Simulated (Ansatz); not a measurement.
Basis sets compared for B₄As₅H₁₆⁺, a cluster cut from zinc blende BAs (hydrogen-capped). Total charge 1; singlet. Geometry r2SCAN-D4/def2-SVP. Ansatz on 4 threads of Arm Neoverse V1 on a shared host; times are rough, and most runs start from earlier orbitals.

```xyz
25

B     1.5726   -0.5597   -1.0477
B    -1.4047   -2.0413    0.2138
B     0.9106    0.7909    2.1744
B    -1.2335    1.4182   -0.5927
As    2.2563    0.1031    0.7847
As    0.3614   -2.2165   -0.8187
As    0.3712    0.9399   -1.7971
As   -2.3393   -0.3130   -0.3821
As   -0.4443    2.0054    1.2231
H     2.4933   -0.7964   -1.7935
H    -1.0982   -1.8727    1.3749
H    -2.1129   -2.9932   -0.0168
H     1.4882    1.4127    3.0351
H     0.2866   -0.1805    2.5453
H    -1.8992    2.3004   -1.0809
H     3.0845   -0.9995    1.3846
H     3.3326    1.1096    0.4705
H     1.1976   -3.3075   -0.2088
H     0.1697   -2.7673   -2.2079
H    -0.1034    0.5852   -3.1815
H     1.1909    2.1695   -2.0868
H    -3.0833   -0.4735   -1.6824
H    -3.4822   -0.0098    0.5471
H     0.0822    3.3991    0.9991
H    -1.5966    2.2968    2.1443
```

The 6-31G sets use Cartesian d functions.

| level | functions | energy (Eh) | HOMO (eV) | LUMO (eV) | wall time |
| --- | --- | --- | --- | --- | --- |
| HF/STO-3G | 126 | -11153.3390 | -12.82 | 5.14 | 2.6 s |
| HF/6-31G | 213 | -11276.9805 | -14.31 | -0.95 | 8.5 s |
| PBE-D4/def2-SVP | 296 | -11284.9243 | -10.51 | -5.25 | 10 s |
| PBE0-D4/def2-SVP | 296 | -11285.3083 | -11.68 | -4.47 | 22 s |

Question: Estimate the rows for PBE-D4/def2-TZVP (with forces), PBE0-D4/def2-TZVP.

Answer: 
```json
{"level": "PBE-D4/def2-TZVP (with forces)", "functions": "460", "energy (Eh)": "-11286.4133", "HOMO (eV)": "-10.54", "LUMO (eV)": "-5.30", "wall time": "24 s"}
{"level": "PBE0-D4/def2-TZVP", "functions": "460", "energy (Eh)": "-11286.7906", "HOMO (eV)": "-11.67", "LUMO (eV)": "-4.49", "wall time": "51 s"}
```
